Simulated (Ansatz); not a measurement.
## Ligand exchange: NaBr + C2H4Br2 → CH3Na + CHBr3

Species: NaBr, singlet; C2H4Br2 (1,1-dibromoethane) `CC(Br)Br`, singlet; CH3Na `[CH3][Na]`, singlet; CHBr3 (bromoform) `BrC(Br)Br`, singlet. The partners trade Br for CH3: Na–Br and C–CH3 bonds give way to Na–CH3 and C–Br.

Shapes, held fixed at every level: PBE0-D4/def2-TZVP. Programs: Ansatz 0.2.0. The zero-point and thermal change to 298 K, harmonic and unscaled (PBE0-D4/def2-TZVP), is -13.8 kJ/mol.

Problem. Estimate ΔH(298 K) of this reaction.

Solution. The highest level, CCSD(T)/def2-TZVPP, gives ΔH(298 K) = +337.0 kJ/mol; the levels span +314.5 to +370.6. The column of differences is taken from that level and isn't an error. No measured value is set beside it here. Relativity is left out for Br. Outer-core shells of Br, Na are correlated, in sets that cover them unevenly.

```csv
level,kind,ΔH(298 K) (kJ/mol),less CCSD(T)/def2-TZVPP
SPW92/def2-TZVPP,LDA,+314.5,-22.5
r2SCAN-D4/def2-TZVPP,meta-GGA,+344.1,+7.1
wB97M-V/def2-TZVPP,range-separated hybrid,+337.8,+0.8
wB97X-V/def2-TZVPP,range-separated hybrid,+348.1,+11.1
B2PLYP/def2-TZVPP,double hybrid,+334.2,-2.8
MP2/def2-SVP,perturbation theory,+370.6,+33.6
CCSD(T)/def2-TZVPP,coupled cluster or CI,+337.0,0.0
```
